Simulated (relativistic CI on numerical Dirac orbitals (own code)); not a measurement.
## Hyperfine structure of Sm²³⁺, mass number 147

Computed by Dirac-Coulomb-Breit CI, KLI orbitals optimised for each configuration, QED by a radiative potential, unscaled Slater integrals (own radial code, finite nucleus).

CI space (outside the closed core [Ar] 3d10): 4s2 4p6 4d3, 4s2 4p5 4d4, 4s2 4p6 4d2 4f, 4s 4p6 4d4, 4s 4p6 4d3 4f, 4s2 4p6 4d2 5s, 4s2 4p6 4d2 5p, 4s2 4p6 4d 4f 5s, 4s2 4p6 4d2 5d, 4s2 4p5 4d3 5s, 4s2 4p6 4d 4f2, 4s2 4p6 4f3, 4s 4p6 4d 4f3, 4s2 4p6 4f2 5s, 4s2 4p6 4f2 5p, 4s2 4p6 4d 5s2, 4s2 4p6 4f 5s2, 4s 4p6 4d 4f 5s2, 4s2 4p6 5s2 5p. Double excitations out of closed p, d and f shells are left out; levels of such configurations are missing from the list, as are those of other unlisted configurations, and high levels can miss mixing partners. These lack a partner that the ground configuration has and come out too high: 4s2 4p6 4d2 5d, 4s2 4p5 4d3 5s.

Nuclear spin I = 7/2, μ = -0.809 μN, Q = -0.26 b (tables of Stone and Pyykkö). The electronic factors are computed for point nuclear moments, without core polarisation or the Bohr-Weisskopf and QED corrections.

```
             Level  E (cm⁻¹)  A (MHz)  B (MHz)
4s2 4p6 4d3 4F_3/2       0.0    -2682     1380
4s2 4p6 4d3 4F_5/2   35175.5    -1540      842
4s2 4p6 4d3 4F_7/2   54749.9    -1501      121
4s2 4p6 4d3 4P_1/2   63174.4     1094         
4s2 4p6 4d3 4P_5/2   96343.0   -634.1    -1900
4s2 4p6 4d3 2G_7/2   97002.0    -1472     -544
4s2 4p6 4d3 2H_9/2  103574.9    -1364    -1130
4s2 4p6 4d3 2P_1/2  119044.0      286
```

Levels with J = 0, under 50 % of one LS term, or S terms without an open s electron are left out. Small factors come from cancelling terms and can be off by tens of per cent or more.

At this charge energies of transitions that change n are usually good to better than 1 %, and those within a shell (Δn = 0) to a few per cent. Terms inside the open d or f shell come out 10 to 20 % too wide with unscaled integrals.

Q: Give the hyperfine levels of 4s2 4p6 4d3 4F_3/2 relative to its centre of gravity.

A: With K = F(F + 1) − I(I + 1) − J(J + 1), E = AK/2 + B[¾K(K + 1) − I(I + 1)J(J + 1)]/[2I(2I − 1)J(2J − 1)]: F = 2: 18840, F = 3: 9810, F = 4: -1310, F = 5: -13730 MHz.

LS names give the leading component of a level, which can be under half, so a name can repeat, a term be missing and a line seem to break the LS rules.
